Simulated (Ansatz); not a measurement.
CH$_{3}$Cl$_{2}$Si, SMILES `[CH2][SiH](Cl)Cl` radical from Hartree–Fock to CCSD(T)

Z-matrix (Å, degrees):
```
Si
Cl 1 2.049
Cl 1 2.049 2 107.9
C 1 1.823 2 110.0 3 -120.0
H 1 1.475 2 108.1 3 116.8
H 4 1.085 1 122.1 2 60.5
H 4 1.085 1 122.1 2 -119.4
```

The species carries charge 0 and has multiplicity 2. The structure was optimised at the PBE0-D4/def2-TZVP level. Frozen core, unrestricted reference, Ansatz 0.2.0. CBS rows extrapolate triple and quadruple zeta; past MP2 they add the triple-zeta difference.

| basis | HF (Eh) | MP2 corr. | CCSD corr. | (T) | CCSD(T) total |
| --- | --- | --- | --- | --- | --- |
| def2-SVP | -1247.20682 | -0.46864 | -0.51937 | -0.01178 | -1247.73797 |
| def2-TZVPP | -1247.67552 | -0.63469 | -0.69094 | -0.02814 | -1248.39460 |
| def2-QZVPP | -1247.71198 | -0.69396 | – | – | – |
| CBS(def2) | -1247.71701 | -0.73786 | -0.79411 | as TZ | -1248.53926 |
